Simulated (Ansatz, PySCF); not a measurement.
Process, species as SMILES: c1ccsc1 [thiophene] + 4 C (CH4) + S (H2S) → 2 C=C (C2H4) [ethene] + CC (C2H6) [ethane] + 2 CS (CH4S) [methanethiol]
Each molecule is optimised on its own at B3LYP-D3(BJ)/def2-TZVP (Ansatz, a first-principles code). Unstable Hartree-Fock reference: c1ccsc1.

Wanted: bond separation energy (0 K, with B3LYP-D3(BJ) harmonic zero-point energies from PySCF), in kcal/mol. Correlated levels leave the core frozen unless marked. No spin-orbit coupling. No relativistic terms. CBS marks a two-point X^-3 extrapolation of the correlation energy; Hartree-Fock from the larger set. [CCSD(T)-MP2]/basis is that difference in the basis named.

| level | program | bond separation energy (kcal/mol) |
|---|---|---|
| HF-D3(BJ)/def2-TZVPD | PySCF + dftd3 | 35.6 |
| HF-D4/def2-TZVPD | PySCF + dftd4 | 35.6 |
| PBE0/def2-TZVPD | Ansatz | ? |
| BHLYP-D3(BJ)/def2-TZVPD | Ansatz + dftd3 | 40.8 |
| r2SCAN0-D4/def2-TZVPD | Ansatz + dftd4 | ? |
| wB97X-V/def2-TZVPD | Ansatz | ? |
| B2PLYP-D4/def2-TZVPD | Ansatz + dftd4 | ? |
| RI-MP2/CBS(cc-pV(T+d)Z,cc-pV(Q+d)Z)+[CCSD(T)-MP2]/cc-pV(T+d)Z | Ansatz | 43.9 |

**Question.** Complete the blanks.

**Answer.** 
- PBE0/def2-TZVPD, bond separation energy (kcal/mol): 46.0
- r2SCAN0-D4/def2-TZVPD, bond separation energy (kcal/mol): 47.4
- wB97X-V/def2-TZVPD, bond separation energy (kcal/mol): 42.4
- B2PLYP-D4/def2-TZVPD, bond separation energy (kcal/mol): 46.4
